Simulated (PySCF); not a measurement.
## Gallium: a sound run and one with changed settings

Sound run: Ga⁺ [Ar] 3d10 4s2, Ga²⁺ [Ar] 3d10 4s1. Computed with PySCF 2.14 in Sapporo-DKH3-DZP-2012 (6s5p3d1f, 43 functions), with the spin-free X2C one-electron Hamiltonian (Gaussian nucleus). In the sound run the correlated levels freeze [Ar] 3d10. The sound run starts from symmetry-adapted Hartree-Fock orbitals and uses a fine grid where one is needed.

A second run was set up differently.

```json
{"species": "Ga⁺", "method": "UHF", "sound run (hartree)": "-1941.92750", "changed run (hartree)": "-1941.92750", "converged": "yes"}
{"species": "Ga⁺", "method": "TPSS", "sound run (hartree)": "-1943.55500", "changed run (hartree)": "-1943.55500", "converged": "yes"}
{"species": "Ga⁺", "method": "BP86", "sound run (hartree)": "-1943.86799", "changed run (hartree)": "-1943.86799", "converged": "yes"}
{"species": "Ga⁺", "method": "MP2", "sound run (hartree)": "-1941.94953", "changed run (hartree)": "-1941.94646", "converged": "yes"}
{"species": "Ga⁺", "method": "CCSD(T)", "sound run (hartree)": "-1941.96045", "changed run (hartree)": "-1941.96045", "converged": "yes"}
{"species": "Ga²⁺", "method": "UHF", "sound run (hartree)": "-1941.23783", "changed run (hartree)": "-1941.23783", "converged": "yes"}
{"species": "Ga²⁺", "method": "TPSS", "sound run (hartree)": "-1942.80183", "changed run (hartree)": "-1942.80183", "converged": "yes"}
{"species": "Ga²⁺", "method": "BP86", "sound run (hartree)": "-1943.09907", "changed run (hartree)": "-1943.09907", "converged": "yes"}
```

Ionisation energy of Ga⁺:

| method | sound run (eV) | changed run (eV) |
| --- | --- | --- |
| UHF | 18.767 | 18.767 |
| TPSS | 20.495 | 20.495 |
| BP86 | 20.924 | 20.924 |
| MP2 | 19.367 | 19.283 |
| SCS-MP2 | 19.486 | 19.386 |
| CCSD | 19.663 | 19.663 |
| CCSD(T) | 19.663 | 19.663 |
| CCSDT | 19.663 | 19.663 |
| FCI | 19.663 | 19.663 |

Problem. What was changed?
A. minimal basis
B. a valence shell is frozen
C. level shift left on
D. too few SCF iterations

Solution. C. It used initial guess 1e, at most 50 SCF cycles, level shift 0.1 hartree. A level shift leaves the converged SCF energy unchanged but raises the virtual orbital energies, which shrinks MP2 if it is not removed.
